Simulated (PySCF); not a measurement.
## `C=C1C[Si@H]([SeH])[C@@H]1F`, C$_{4}$H$_{7}$FSeSi

Molfile (atoms numbered from 1):
```
C4H7FSeSi
     RDKit          3D

 14 14  0  0  0  0  0  0  0  0999 V2000
   -1.5616   -1.3790   -0.6642 C   0  0  0  0  0  0  0  0  0  0  0  0
   -0.7791   -0.4142   -0.2249 C   0  0  0  0  0  0  0  0  0  0  0  0
   -0.4575    0.9197   -0.8599 C   0  0  0  0  0  0  0  0  0  0  0  0
    0.8209    1.2927    0.5244 Si  0  0  2  0  0  4  0  0  0  0  0  0
    3.0281    1.0751    0.0305 Se  0  0  0  0  0  2  0  0  0  0  0  0
    0.0628   -0.4162    1.0302 C   0  0  2  0  0  0  0  0  0  0  0  0
    0.9606   -1.4740    1.0767 F   0  0  0  0  0  0  0  0  0  0  0  0
   -2.1031   -1.2926   -1.5915 H   0  0  0  0  0  0  0  0  0  0  0  0
   -1.6811   -2.2983   -0.1159 H   0  0  0  0  0  0  0  0  0  0  0  0
   -0.0719    0.8133   -1.8736 H   0  0  0  0  0  0  0  0  0  0  0  0
   -1.3260    1.5741   -0.9141 H   0  0  0  0  0  0  0  0  0  0  0  0
    0.5960    2.4278    1.4121 H   0  0  0  0  0  0  0  0  0  0  0  0
    3.0311   -0.3496    0.1957 H   0  0  0  0  0  0  0  0  0  0  0  0
   -0.5197   -0.4794    1.9523 H   0  0  0  0  0  0  0  0  0  0  0  0
  1  2  2  0
  2  3  1  0
  3  4  1  0
  4  5  1  0
  4  6  1  0
  6  7  1  0
  6  2  1  0
  1  8  1  0
  1  9  1  0
  3 10  1  0
  3 11  1  0
  4 12  1  1
  5 13  1  0
  6 14  1  1
M  END
```

Theory: TDDFT wB97X-D/def2-SVPD circular dichroism and optical rotation, one conformer, gas phase (PySCF 2.14.0). Geometry: GFN2-xTB.

The molecule is flexible and this is one conformer; a measurement averages over conformers. The calculation is non-relativistic, which matters for the atoms heavier than Zn.

Stereocentres: Si4 S, C6 S.

(1) What is the specific rotation at 633, 589.3, 546, 436, 405, 365, 355 nm?

(2) And for the mirror image at 589.3 nm?

(3) What is the molar rotation [Φ] = [α]·M/100 of the geometry above at 589.3 nm?

Results:

(1) [α] in deg dm⁻¹ (g/mL)⁻¹:
| λ (nm) | origin-invariant length gauge | modified velocity gauge | length gauge (centre of mass) | isotropic polarisability (au) |
| --- | --- | --- | --- | --- |
| 633 | +101.2 | +103.0 | +101.2 | 104.3 |
| 589.3 | +119.4 | +121.5 | +119.4 | 104.8 |
| 546 | +143.0 | +145.3 | +142.9 | 105.5 |
| 436 | +251.3 | +254.4 | +251.0 | 108.5 |
| 405 | +306.6 | +309.7 | +306.0 | 109.9 |
| 365 | +411.9 | +414.6 | +410.7 | 112.4 |
| 355 | +447.2 | +449.6 | +445.8 | 113.2 |

(2) -119.4 deg dm⁻¹ (g/mL)⁻¹ (origin-invariant length gauge): the same size and the opposite sign.

(3) With M = 181.15 g/mol, +216.3 deg cm² dmol⁻¹ (origin-invariant length gauge).

The first excitation lies at 5.48 eV (226 nm) with R = -9.7 × 10⁻⁴⁰ esu² cm² (velocity form).
